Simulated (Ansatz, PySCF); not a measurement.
Gas-phase reaction (SMILES): C[O][AlH2] + [H][H] (H2) -> [AlH3] (AlH3) + CO (CH4O); hydrogen cleaves one Al-O bond, a model of a ligand-exchange step.

Structures are relaxed separately at B3LYP-D3(BJ)/def2-TZVP in Ansatz (a program for electronic structure), one conformer each, not searched for the lowest. Cores are frozen in the correlated levels unless marked. No spin-orbit coupling. Non-relativistic. CBS(X,Y): correlation extrapolated as X^-3; Hartree-Fock from the larger set. Thermal terms are rigid-rotor harmonic-oscillator values from B3LYP-D3(BJ) frequencies (Ansatz or PySCF) at 298.15 K and 1 atm. 1 Eh = 627.5095 kcal/mol.

| species | E, CCSD(T)/CBS(cc-pV(T+d)Z,cc-pV(Q+d)Z) (Ansatz) (Eh) | E, PBE/def2-TZVPD (Ansatz) (Eh) | H - E (Eh) |
|---|---|---|---|
| C[O][AlH2] | -358.25926 | -358.56073 | 0.06139 |
| [H][H] (H2) | -1.17450 | -1.16589 | 0.01336 |
| [AlH3] (AlH3) | -243.77593 | -244.05059 | 0.02256 |
| CO (CH4O) | -115.60979 | -115.63215 | 0.05533 |

Work out ΔE and ΔH at 298.15 K at the first level, then ΔH at the second.


1. ΔE = [(-243.77593) + (-115.60979)] - [(-358.25926) + (-1.17450)] = 0.04804 Eh = 30.1 kcal/mol at CCSD(T)/CBS(cc-pV(T+d)Z,cc-pV(Q+d)Z).
2. The terms H - E add up to 0.00314 Eh, so ΔH = (0.04804 + (0.00314))×627.5095 = 32.1 kcal/mol.
3. At PBE/def2-TZVPD the same steps give ΔE = 27.5 and ΔH = 29.5 kcal/mol, a shift of -2.6 from the first level.
4. These values are not checked against measurement here, since the tables used lack a sound gas-phase enthalpy of formation for at least one species.
